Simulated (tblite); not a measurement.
C7H9N3.
Bonds: C1–C2, C2–C3, C3–N4, N4–N5 (aromatic), N5–C6 (aromatic), C6–C7 (aromatic), C7–C8 (aromatic), C8–C9, C9–N10 (triple), N4–C8 (aromatic). Hydrogens: H11, H12, H13 on C1; H14, H15 on C2; H16, H17 on C3; H18 on C6; H19 on C7.

Computed with GFN2-xTB (tblite), gas phase: L-BFGS steps from a force-field or distance-geometry start until the largest atomic force falls under 0.01 eV/Å.

Step 2: E = -770.0724 eV
```
atom  x, y, z in Å  |  force x, y, z in eV/Å
C1     -2.1878   -0.8383   -0.5951    0.275   0.238   0.224
C2     -1.8208    0.3762    0.2612    0.189  -0.400  -0.078
C3     -0.5698    0.1686    1.1489    0.041  -0.092  -0.589
N4      0.6642   -0.1275    0.4097   -0.358   0.232   0.283
N5      1.0300   -1.3746    0.1636   -0.186  -0.040   0.051
C6      2.1790   -1.3385   -0.4955    0.078   0.175  -0.015
C7      2.5843   -0.0136   -0.6782   -0.037   0.158   0.041
C8      1.5885    0.7596   -0.0791   -0.112  -1.107  -0.062
C9      1.4897    2.1281    0.0264   -0.414   3.612   0.342
N10     1.3939    3.2948    0.1195    0.259  -2.914  -0.237
H11    -3.0269   -0.5510   -1.2061   -0.302  -0.053  -0.290
H12    -1.3609   -1.1055   -1.2563   -0.161  -0.224   0.260
H13    -2.5040   -1.6631    0.0471    0.336  -0.017  -0.263
H14    -2.6604    0.5442    0.9254   -0.087   0.227   0.288
H15    -1.7398    1.2445   -0.3876    0.328   0.155   0.030
H16    -0.4580    1.0604    1.7777    0.332  -0.121  -0.195
H17    -0.7711   -0.6915    1.7868    0.153  -0.113   0.030
H18     2.6993   -2.2356   -0.8202   -0.388   0.365   0.226
H19     3.4609    0.3724   -1.1557    0.054  -0.080  -0.046
```

Step 3: E = -770.1423 eV
```
atom  x, y, z in Å  |  force x, y, z in eV/Å
C1     -2.1881   -0.8348   -0.5951    0.217   0.128   0.168
C2     -1.8218    0.3734    0.2603    0.192  -0.202  -0.042
C3     -0.5697    0.1663    1.1432   -0.005  -0.015  -0.372
N4      0.6619   -0.1250    0.4128   -0.224  -0.065   0.120
N5      1.0253   -1.3773    0.1651    0.106   0.091  -0.095
C6      2.1802   -1.3364   -0.4956   -0.346   0.260   0.220
C7      2.5795   -0.0081   -0.6749    0.475  -0.150  -0.268
C8      1.5895    0.7490   -0.0816   -0.507   0.224   0.235
C9      1.4868    2.1420    0.0284   -0.125   0.125   0.056
N10     1.3951    3.2843    0.1186    0.034  -0.242  -0.021
H11    -3.0278   -0.5529   -1.2077   -0.299  -0.039  -0.286
H12    -1.3635   -1.1093   -1.2519   -0.083  -0.194   0.183
H13    -2.4981   -1.6626    0.0424    0.274  -0.058  -0.189
H14    -2.6595    0.5471    0.9284   -0.049   0.203   0.240
H15    -1.7347    1.2452   -0.3862    0.292   0.111   0.046
H16    -0.4530    1.0576    1.7741    0.281  -0.125  -0.205
H17    -0.7683   -0.6916    1.7862    0.144  -0.111   0.009
H18     2.6929   -2.2296   -0.8165   -0.246   0.175   0.142
H19     3.4636    0.3719   -1.1575   -0.131  -0.116   0.058
```

Step 4: E = -770.1681 eV
```
atom  x, y, z in Å  |  force x, y, z in eV/Å
C1     -2.1858   -0.8314   -0.5932   -0.058   0.050  -0.054
C2     -1.8201    0.3698    0.2593    0.039   0.090   0.034
C3     -0.5698    0.1650    1.1356   -0.038  -0.088  -0.040
N4      0.6580   -0.1255    0.4158   -0.023  -0.080  -0.069
N5      1.0248   -1.3774    0.1643   -0.110   0.134   0.039
C6      2.1747   -1.3313   -0.4918   -0.036   0.167   0.032
C7      2.5846   -0.0076   -0.6776   -0.190   0.012   0.109
C8      1.5820    0.7498   -0.0791   -0.113   0.056   0.021
C9      1.4840    2.1438    0.0297   -0.090  -0.615   0.007
N10     1.3958    3.2807    0.1182   -0.018   0.491   0.034
H11    -3.0321   -0.5546   -1.2124   -0.103  -0.079  -0.136
H12    -1.3660   -1.1141   -1.2469    0.016  -0.163   0.090
H13    -2.4910   -1.6631    0.0372    0.208  -0.096  -0.101
H14    -2.6594    0.5514    0.9332    0.085   0.154   0.114
H15    -1.7278    1.2469   -0.3846    0.253   0.037   0.074
H16    -0.4464    1.0542    1.7691    0.231  -0.107  -0.207
H17    -0.7646   -0.6931    1.7857    0.130  -0.047  -0.046
H18     2.6861   -2.2242   -0.8126   -0.217   0.125   0.127
H19     3.4629    0.3700   -1.1574    0.033  -0.040  -0.029
```

Step 5: E = -770.1912 eV
```
atom  x, y, z in Å  |  force x, y, z in eV/Å
C1     -2.1879   -0.8263   -0.5948   -0.103  -0.033  -0.106
C2     -1.8208    0.3698    0.2588    0.018   0.172   0.068
C3     -0.5711    0.1607    1.1281   -0.002  -0.086   0.140
N4      0.6553   -0.1288    0.4175   -0.044   0.035  -0.163
N5      1.0194   -1.3768    0.1652   -0.084   0.109   0.041
C6      2.1683   -1.3223   -0.4871    0.054  -0.015  -0.041
C7      2.5824   -0.0034   -0.6758   -0.195   0.069   0.102
C8      1.5747    0.7493   -0.0782   -0.035   0.083   0.006
C9      1.4783    2.1416    0.0320   -0.102  -0.547   0.010
N10     1.3969    3.2793    0.1178   -0.021   0.492   0.038
H11    -3.0362   -0.5591   -1.2183   -0.043  -0.069  -0.085
H12    -1.3692   -1.1236   -1.2384    0.113  -0.075  -0.039
H13    -2.4773   -1.6648    0.0279    0.072  -0.141   0.034
H14    -2.6556    0.5592    0.9403    0.123   0.123   0.024
H15    -1.7141    1.2484   -0.3803    0.186   0.043   0.045
H16    -0.4336    1.0471    1.7583    0.157  -0.018  -0.135
H17    -0.7570   -0.6944    1.7834    0.066  -0.078  -0.029
H18     2.6729   -2.2144   -0.8048   -0.098  -0.018   0.060
H19     3.4648    0.3675   -1.1591   -0.061  -0.046   0.029
```

Q: Estimate the geometry and energy of step 6. (The exact step hangs on the optimiser's Hessian estimate; all steps are aligned on step 5, rigid shifts and turns removed.)

A: E = -770.2031 eV, largest force 0.206 eV/Å
```
atom  x, y, z in Å  |  force x, y, z in eV/Å
C1     -2.1909   -0.8232   -0.5976   -0.038  -0.079  -0.060
C2     -1.8211    0.3725    0.2595    0.024   0.087   0.029
C3     -0.5718    0.1561    1.1249    0.017  -0.033   0.161
N4      0.6517   -0.1299    0.4161   -0.080   0.059  -0.177
N5      1.0144   -1.3749    0.1664   -0.009   0.062  -0.009
C6      2.1641   -1.3165   -0.4841    0.020  -0.011  -0.029
C7      2.5792    0.0013   -0.6737   -0.187   0.002   0.087
C8      1.5680    0.7500   -0.0772    0.017   0.051  -0.021
C9      1.4716    2.1384    0.0345   -0.125  -0.012   0.038
N10     1.3979    3.2801    0.1177   -0.004   0.097   0.015
H11    -3.0401   -0.5637   -1.2243   -0.003  -0.060  -0.046
H12    -1.3695   -1.1318   -1.2329    0.118   0.019  -0.093
H13    -2.4660   -1.6686    0.0218   -0.022  -0.108   0.089
H14    -2.6507    0.5673    0.9459    0.105   0.110  -0.020
H15    -1.7006    1.2505   -0.3764    0.132   0.058   0.018
H16    -0.4213    1.0418    1.7481    0.095   0.061  -0.039
H17    -0.7503   -0.6970    1.7813    0.014  -0.120   0.010
H18     2.6615   -2.2077   -0.7982    0.021  -0.159  -0.006
H19     3.4642    0.3645   -1.1592   -0.096  -0.022   0.053
```

The energy changes by -0.0119 eV. The first-order estimate −F·Δx gives -0.0185 eV and the mean of the old and new forces, exact on a quadratic surface, -0.0119 eV. The step makes an angle of 61° with the force vector and moves no atom by more than 0.017 Å.

What follows is the cost of the whole relaxation. Hardware: one thread, Arm Neoverse V1 (aarch64) (shared host). Cost: 0.57 s of wall time.
